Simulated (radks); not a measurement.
Results of a calculation; reference values are marked as such.
Isoelectronic series with 15 electrons, all held in the configuration [Ne] 3s2 3p3, which need not be the ground one along the series. Code: a radial shooting solver on a logarithmic mesh with Libxc functionals. Model: non-relativistic Kohn-Sham, PBE, spin-unpolarised, spherical densities, point nucleus. Total energies (hartree) and orbital eigenvalues (hartree):

ion   E (hartree)        3p        3s         2p
P      -341.04698  -0.20277  -0.51064   -4.57557
S+     -397.48182  -0.61769  -1.01086   -6.18329
Cl2+   -458.51653  -1.16465  -1.64343   -8.06780
Ar3+   -524.13676  -1.83498  -2.39925  -10.21809
Ca5+   -669.10348  -3.53095  -4.26568  -15.29709
Sc6+   -748.44099  -4.55274  -5.37246  -18.22083
Ti7+   -832.34414  -5.68889  -6.59347  -21.39881

Estimate the row of K4+.

Answer. E (hartree) -594.33419; 3p -2.62454; 3s -3.27412; 2p -12.62887.
